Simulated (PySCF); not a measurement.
## Radial density of La²⁺ (lanthanum, charge +2)

UHF, [Xe] 5d1, 2D determinant. Calculation: PySCF 2.14, in def2-SVP with the def2 core potential (46 electrons) (6s3p2d1f, 32 functions); a scalar-relativistic core potential. This is the valence pseudo-density: the core potential removes the inner electrons and smooths the orbitals near the nucleus.

```
r (bohr)  4πr²ρ (e/bohr)  4πr²(ρα − ρβ)
   0.119       3.782e-05         0.0000
   0.201       0.0002158         0.0000
   0.338        0.002039         0.0000
   0.568         0.05800         0.0005
   0.956           1.924         0.0155
    1.61           6.662         0.2909
    2.70           1.627         0.4160
    4.55         0.08338         0.0694
    7.65       0.0003624         0.0004
```

Energies and moments cover only the electrons outside the core potential. Spin-orbit coupling, absent here, splits the open shell strongly.
